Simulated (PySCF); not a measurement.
**`C/N=C\[C@@H]1[SiH2][SiH2][SiH2]C1=O`: 4 charge schemes on one density**

C₄H₁₁NOSi₃.
Structure used (GFN2-xTB), in Å, numbered top down from 1:
```xyz
20
C4H11NOSi3 angstrom
C      3.1356   -0.0754   -0.2407
N      2.0737   -0.1318   -1.2063
C      0.8808    0.1247   -0.9015
C      0.3176    0.5118    0.4159
Si    -0.3839   -1.1242    1.2024
Si    -2.3837   -1.2376    0.0057
Si    -2.3592    0.9675   -0.7493
C     -0.8059    1.4939    0.2835
O     -0.8083    2.5387    0.9019
H      2.9575   -0.7490    0.6031
H      3.2655    0.9364    0.1551
H      4.0529   -0.3731   -0.7480
H      0.1634    0.0397   -1.7148
H      1.0940    0.9319    1.0605
H     -0.4561   -0.8713    2.6469
H      0.6588   -2.1417    1.0301
H     -2.3544   -2.2585   -1.0507
H     -3.5258   -1.6254    0.8444
H     -3.4389    1.8744   -0.3661
H     -2.0887    1.1794   -2.1751
```

Density: PBE0/pcSseg-1 (PySCF); schemes: Mulliken, IAO, Hirshfeld and ESP-fitted. Isolated species at its GFN2-xTB geometry (one conformer only).

Question: Tabulate the Mulliken, IAO, Hirshfeld and ESP-fitted charges.

Answer: In e; atoms taken as equivalent share a row and are averaged (×n: the atom named and its like, n in all):

```tsv
atom	environment	Mulliken	IAO	Hirshfeld	ESP-fitted
C1	N-methyl carbon	-0.134	-0.317	-0.073	+0.115
N2	imine nitrogen	-0.421	-0.275	-0.160	-0.552
C3	imine carbon	+0.132	+0.021	+0.032	+0.258
C4	sp3 carbon bound to silicon	-0.573	-0.445	-0.128	+0.057
Si5	SiH2 silicon	+0.402	+0.465	+0.258	+0.132
Si6	SiH2 silicon	-0.035	+0.131	+0.153	+0.083
Si7	SiH2 silicon	+0.293	+0.383	+0.236	+0.144
C8	carbonyl carbon	+0.088	+0.152	+0.073	+0.323
O9	carbonyl oxygen	-0.335	-0.385	-0.223	-0.444
H10/H11/H12	methyl hydrogen	+0.121	+0.145	+0.045	+0.035
H13	hydrogen on a C=N carbon	+0.119	+0.133	+0.036	-0.014
H14	methine hydrogen	+0.167	+0.168	+0.046	+0.021
H15	Si–H hydrogen	-0.018	-0.088	-0.067	-0.058
H16	Si–H hydrogen	-0.025	-0.086	-0.065	-0.015
H17	Si–H hydrogen	+0.003	-0.070	-0.067	-0.048
H18	Si–H hydrogen	+0.001	-0.069	-0.067	-0.036
H19	Si–H hydrogen	-0.010	-0.071	-0.059	-0.034
H20	Si–H hydrogen	-0.015	-0.081	-0.061	-0.039
```

Mean size of the charges over all atoms: IAO 0.189 e, Mulliken 0.157 e, ESP-fitted 0.124 e, Hirshfeld 0.097 e. Each set sums to the total charge, 0, to within 0.001 e. The Mulliken scheme counts on each atom the diagonal of the density matrix times the overlap matrix over that atom's basis functions.

Some averages cover members that differ in this geometry: H10/H11/H12, ESP-fitted +0.006 to +0.053; H10/H11/H12, IAO +0.134 to +0.160 e.

Lowest charge. The schemes don't all agree: Mulliken C4 (-0.573); IAO C4 (-0.445); Hirshfeld O9 (-0.223); ESP-fitted N2 (-0.552).

Highest charge. The schemes don't all agree: Mulliken Si5 (+0.402); IAO Si5 (+0.465); Hirshfeld Si5 (+0.258); ESP-fitted C8 (+0.323).

Question: Sum the charges by element, for elements with more than one atom.

Answer: 
```
element  atoms  Mulliken     IAO  Hirshfeld  ESP-fitted
      C      4    -0.487  -0.589     -0.096      +0.753
     Si      3    +0.660  +0.978     +0.647      +0.360
      H     11    +0.584  +0.271     -0.168      -0.116
```

Question: How many electrons does the Mulliken scheme count on Si7?

Answer: Z − q = 14 − (+0.293) = 13.707.

Question: How closely do the schemes follow one another over all atoms?

Answer: Correlation coefficient and root-mean-square difference: IAO with Hirshfeld 0.93, 0.128 e; Mulliken with IAO 0.92, 0.089 e; Mulliken with Hirshfeld 0.82, 0.143 e; Hirshfeld with ESP-fitted 0.66, 0.146 e; Mulliken with ESP-fitted 0.59, 0.192 e; IAO with ESP-fitted 0.53, 0.208 e.
